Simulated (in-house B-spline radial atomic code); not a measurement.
Levels of two electrons outside the 1s2 core along the 4-electron series, above the ground level 2s2 J0; labels give the leading configuration and J, and a prime marks the next level of the same label. Computed with a B-spline radial code for spherical atoms: configuration interaction with many-body perturbation theory for the core, Breit and QED.

| ion | Z | first ionisation energy (eV) | excitation of 2s2p J2 (eV) | core correlation Breit and QED part of 2s2p J2 (eV) | excitation of 2p2 J0 (eV) | core correlation Breit and QED part of 2p2 J0 (eV) | excitation of 2p2 J1 (eV) | core correlation Breit and QED part of 2p2 J1 (eV) | excitation of 2s2p J1' (eV) | core correlation Breit and QED part of 2s2p J1' (eV) |
| --- | --- | --- | --- | --- | --- | --- | --- | --- | --- | --- |
| Mn21+ | 25 | 1789.5 | 54.168 | -0.62237 | 112.86 | -0.46929 | 119.97 | -0.76604 | 87.905 | -0.67238 |
| Fe22+ | 26 | 1951.3 | 58.464 | -0.6931 | 118.55 | -0.46256 | 127.33 | -0.81773 | 93.331 | -0.72776 |
| Co23+ | 27 | ? | ? | ? | ? | ? | ? | ? | ? | ? |
| Ni24+ | 28 | 2296.6 | 68.101 | -0.85691 | 130.12 | -0.44346 | 143.17 | -0.93826 | 105.13 | -0.85949 |
| Cu25+ | 29 | 2480.2 | 73.503 | -0.95158 | 135.99 | -0.43275 | 151.7 | -1.0101 | 111.58 | -0.93715 |
| Zn26+ | 30 | 2671.0 | 79.348 | -1.048 | 141.92 | -0.40933 | 160.72 | -1.0768 | 118.43 | -1.0159 |
| Ga27+ | 31 | 2869.3 | 85.656 | -1.1592 | 147.89 | -0.39414 | 170.22 | -1.1614 | 125.74 | -1.109 |
| Ge28+ | 32 | 3074.9 | 92.474 | -1.2775 | 153.91 | -0.37173 | 180.26 | -1.2476 | 133.53 | -1.2087 |
| As29+ | 33 | 3288.0 | 99.832 | -1.4109 | 159.97 | -0.36128 | 190.87 | -1.3546 | 141.86 | -1.3229 |
| Se30+ | 34 | ? | ? | ? | ? | ? | ? | ? | ? | ? |
| Br31+ | 35 | 3736.8 | 116.35 | -1.706 | 172.25 | -0.32758 | 214 | -1.586 | 160.29 | -1.577 |
| Kr32+ | 36 | 3972.6 | 125.61 | -1.8644 | 178.47 | -0.30112 | 226.61 | -1.7057 | 170.49 | -1.7134 |
| Rb33+ | 37 | ? | ? | ? | ? | ? | ? | ? | ? | ? |
| Sr34+ | 38 | 4467.2 | 146.31 | -2.2307 | 191.06 | -0.26695 | 254.12 | -1.9987 | 193.08 | -2.0327 |
| Zr36+ | 40 | 4992.9 | 170.27 | -2.651 | 203.87 | -0.23634 | 285.06 | -2.3393 | 218.97 | -2.4012 |
| Nb37+ | 41 | 5267.5 | 183.6 | -2.8839 | 210.36 | -0.22288 | 301.94 | -2.5305 | 233.27 | -2.6057 |
| Mo38+ | 42 | 5550.1 | 197.91 | -3.133 | 216.92 | -0.21156 | 319.84 | -2.7369 | 248.56 | -2.8247 |
| Tc39+ | 43 | 5840.8 | 213.26 | -3.3946 | 223.56 | -0.19898 | 338.82 | -2.9533 | 264.91 | -3.0547 |

Task: Fill in the row of Co23+.

Result: first ionisation energy (eV): 2120.3; excitation of 2s2p J2 (eV): 63.098; core correlation Breit and QED part of 2s2p J2 (eV): -0.77137; excitation of 2p2 J0 (eV): 124.31; core correlation Breit and QED part of 2p2 J0 (eV): -0.45419; excitation of 2p2 J1 (eV): 135.05; core correlation Breit and QED part of 2p2 J1 (eV): -0.87494; excitation of 2s2p J1' (eV): 99.064; core correlation Breit and QED part of 2s2p J1' (eV): -0.79041.

Task: Fill in the row of Se30+.

Result: first ionisation energy (eV): 3508.7; excitation of 2s2p J2 (eV): 107.78; core correlation Breit and QED part of 2s2p J2 (eV): -1.5527; excitation of 2p2 J0 (eV): 166.09; core correlation Breit and QED part of 2p2 J0 (eV): -0.34422; excitation of 2p2 J1 (eV): 202.1; core correlation Breit and QED part of 2p2 J1 (eV): -1.4652; excitation of 2s2p J1' (eV): 150.76; core correlation Breit and QED part of 2s2p J1' (eV): -1.4447.

Task: Fill in the row of Rb33+.

Result: first ionisation energy (eV): 4216.0; excitation of 2s2p J2 (eV): 135.57; core correlation Breit and QED part of 2s2p J2 (eV): -2.0409; excitation of 2p2 J0 (eV): 184.74; core correlation Breit and QED part of 2p2 J0 (eV): -0.28358; excitation of 2p2 J1 (eV): 239.96; core correlation Breit and QED part of 2p2 J1 (eV): -1.8463; excitation of 2s2p J1' (eV): 181.4; core correlation Breit and QED part of 2s2p J1' (eV): -1.8671.
